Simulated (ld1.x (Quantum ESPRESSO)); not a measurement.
u(r) = r·R(r): atom against pseudo-atom (tantalum)

Columns: radius, all-electron u(r) and pseudo u(r) of the 5s shell (level -74.59 eV) of tantalum in the configuration [Kr] 4d10 4f14 5s2 5p6 5d3 6s1 6p1; PW91, scalar-relativistic, TM scheme, ld1.x (Quantum ESPRESSO) 7.5.

```tsv
r (bohr)	all-electron	pseudo
0.118	0.2890	0.0686
0.235	-0.0333	0.1487
0.353	-0.6045	0.2550
0.470	-0.3472	0.3991
0.588	0.2249	0.5886
0.705	0.7114	0.8033
0.822	1.0051	0.9962
0.940	1.1237	1.1090
1.058	1.1166	1.1133
1.175	1.0354	1.0353
1.292	0.9178	0.9178
1.410	0.7873	0.7873
1.528	0.6599	0.6599
1.645	0.5446	0.5446
1.763	0.4429	0.4429
1.880	0.3571	0.3571
1.998	0.2851	0.2851
2.115	0.2265	0.2265
2.232	0.1791	0.1791
2.350	0.1407	0.1407
2.468	0.1102	0.1102
2.585	0.0861	0.0861
2.702	0.0672	0.0672
2.820	0.0522	0.0522
2.938	0.0405	0.0405
3.055	0.0314	0.0314
```

Task: How many radial nodes do the two functions have?

Result: The all-electron 5s function has n − l − 1 = 4 (the table is too coarse to show those close to the nucleus); the pseudo-wave has 0, since the states of the same l below it are removed with the core.

Task: At about which radius was the pseudo-wave matched?

Result: 1.25 bohr, where the columns begin to agree (steps of 0.12 bohr).

Task: Where does each function peak?

Result: Outermost all-electron maximum near 0.94 bohr, pseudo maximum near 1.06 bohr (to the table’s step).

Task: Is the pseudo-wave norm-conserving?

Result: Yes: the TM scheme keeps the norm inside the radius equal to the all-electron one, which fixes the energy derivative of the logarithmic derivative at the level.
